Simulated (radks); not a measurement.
Problem. Radial electron density D(r) = 4 pi r^2 rho(r) of an atom or ion with 28 electrons. All-electron calculation, scalar-relativistic Kohn-Sham, LDA (Slater exchange, Perdew-Wang correlation), spin-polarised, spherical densities, point nucleus. Program: a radial shooting solver on a logarithmic mesh with Libxc functionals.

r (bohr),D(r) (e/bohr)
0.006531,8.742
0.008505,12.88
0.01099,18.09
0.01431,24.48
0.01848,30.95
0.02406,36.51
0.03108,39.17
0.04047,38.09
0.05228,34.41
0.06753,31.77
0.08794,34.22
0.1136,41.13
0.1479,45.68
0.1911,40.59
0.2488,28.91
0.3214,22.96
0.4185,26.19
0.5406,28.54
0.6983,22.73
0.9093,12.49
1.175,5.016
1.529,1.400
1.976,0.2769
2.572,0.02991
3.323,0.001611

What is the nuclear charge?

Solution. Z = 32. The innermost maximum, from 1s, lies near gamma/Z bohr with gamma = sqrt(1 - (Z/c)^2) = 0.972, here 0.0304 bohr (found: 0.0329), and its height grows with Z. The density is that of the germanium ion Ge4+ in [Ar] 3d10; the configuration itself is not fixed sharply by these data, and Z only to about a unit. D(r) has 3 maxima, at r = 0.0329, 0.148, 0.519 bohr, and minima at 0.0697, 0.327 bohr, inside which lie 2.09, 10.98 electrons.
